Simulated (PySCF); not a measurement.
# How the method changes the shape and vibrations of AlClH3OSi cation

These are calculations, not measurements. The program is PySCF 2.14.0, an open-source quantum chemistry code, run on an isolated molecule that a program drew, which may never have been made. The molecule is AlClH3OSi cation (charge +1, singlet), drawn as the SMILES string `[SiH2+][O][AlH][Cl]`.

The geometry was optimised and harmonic frequencies were computed with HF and MP2, all in the cc-pV(D+d)Z basis, for the commonest isotopes, with a restricted reference for singlets and an unrestricted one otherwise, and a frozen core in MP2. Each result is a local minimum of its method.

Geometry at the HF minimum:
```xyz
7
AlClH3OSi cation, angstrom
Si    1.4537   -0.9238   -0.3387
O     0.6391   -0.6635    0.9502
Al   -0.2005   -0.4627    2.4983
Cl    0.6464   -1.6208    3.9827
H     2.6158   -0.0942   -0.6275
H     1.0361   -1.9861   -1.2437
H    -1.3927    0.5161    2.4859
```

Lengths of the bonds as drawn, in Å (atoms numbered as above):
```
   bond     HF    MP2
 Si1-O2  1.547  1.569
 O2-Al3  1.772  1.806
Al3-Cl4  2.064  2.061
 Si1-H5  1.457  1.464
 Si1-H6  1.457  1.464
 Al3-H7  1.543  1.546
```

Rotational constants, in GHz:
| constant | HF | MP2 |
|---|---|---|
| A | 9.875 | 9.983 |
| B | 1.413 | 1.371 |
| C | 1.256 | 1.225 |

Harmonic frequencies in cm^-1, each column in rising order, so a row needn't be the same motion in every method:
```
rank,HF,MP2
1,72,65
2,78,86
3,137,116
4,255,230
5,487,454
6,490,468
7,588,579
8,677,653
9,757,?
10,812,760
11,1047,998
12,1231,1172
13,2153,2115
14,2442,2374
15,2488,2428
```

**Estimate the missing MP2 frequency from the HF column.**

A single factor s that minimises the squared misfit of MP2 against s times HF over the other rows is sum(HF x MP2) / sum(HF^2) = 0.9710, with an rms misfit of 16 cm^-1. For rank 9 it gives 0.9710 x 757 = 735 cm^-1. The calculation gives 709 cm^-1, 26 cm^-1 below the estimate. The drawn bonds are on average 0.7 % longer in MP2 than in HF.
